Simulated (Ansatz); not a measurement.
Reactions of CH6ClNOSi (`C[Si](N)(O)Cl`).

Gas-phase electronic energies from Ansatz, PBE0-D4/def2-TZVP geometries. CBS: MP2 limit from def2 TZ/QZ plus the TZ coupled-cluster correction, frozen cores. This one scheme is used for every species. Functionals use def2-TZVPP. B3LYP here is the variant with VWN-RPA as its local correlation; programs differ in this. def2 core potentials past Kr. For Sb outer-core shells are correlated without core-valence functions, which leaves a few kJ/mol of doubt a bond. Each species was taken in one conformer, which may not be the lowest.

```tsv
reaction	B3LYP-D4 (kJ/mol)	CCSD(T)/CBS(def2) (kJ/mol)
`C[Si](N)(O)Cl` → `C[Si]Cl` + `NO`	587	608
`C[Si](N)(O)Cl` + H₂ → `C[SiH](N)O` + HCl	102	101
`C[Si](N)(O)Cl` + H–F → `N[Si](O)(F)Cl` + CH₄	-153	-147
`C[Si](N)(O)Cl` + `O[SiH3]` → `C[Si](N)(O)O[SiH3]` + HCl	-22	-22
`C[Si](N)(O)Cl` + `[SbH3]` → `N[Si](O)(Cl)[SbH2]` + CH₄	-27	-28
`C[Si](N)(O)Cl` + `BS` → `BSC` + `N[SiH](O)Cl`	58	58
`C[Si](N)(O)Cl` + H₂ → `N[SiH](O)Cl` + CH₄	-16	-15
`C[Si](N)(O)Cl` → `CCl` + `N[Si]O`	314	327
`C[Si](N)(O)Cl` + HCl → `C[Si](N)(Cl)Cl` + H₂O	9	5
`C[Si](N)(O)Cl` + `C=C` → `C=C[Si](C)(N)O` + HCl	116	114
```

Largest T1 diagnostic: 0.015, for `BS`.
